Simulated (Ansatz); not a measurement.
The cluster Li₆Al. Charge 0, multiplicity 2. Geometry PBE0-D4/def2-TZVP, basis def2-TZVP, Ansatz.

```
atom   x (Å)   y (Å)   z (Å)
 Al1  -0.343  -0.400   0.365
 Li2  -2.435  -1.035  -1.082
 Li3   1.000  -0.624   2.606
 Li4   2.000   0.717   0.073
 Li5   0.680  -1.753  -1.585
 Li6  -0.411   1.121  -1.757
 Li7  -0.490   1.973   1.380
```

| run | HOMO (eV) | LUMO (eV) |
| --- | --- | --- |
| A | -3.02 | -1.58 |
| B | -3.48 | -0.94 |
| C | -2.82 | -1.76 |
| D | -2.64 | -2.09 |
| E | -2.68 | -1.77 |

B3LYP takes the VWN-RPA correlation. Another isomer (doublet) lies 0.02 eV lower at PBE0-D4/def2-TZVP; other spin states weren't run for this one.

HOMO and LUMO are taken over both spins.

Task: The runs used B3LYP, CAM-B3LYP, PBE, PBE0, r2SCAN. Estimate which is which.

Result: A PBE0 (25 % exact exchange); B CAM-B3LYP (range-separated); C B3LYP (20 % exact exchange); D PBE (0 % exact exchange); E r2SCAN (0 % exact exchange). Exact exchange lowers occupied and raises empty levels; among semilocal functionals meta-GGAs tend to open the gap a little, and such runs are hard to tell apart. The gap grows from 0.55 eV (PBE) to 2.54 eV (CAM-B3LYP).
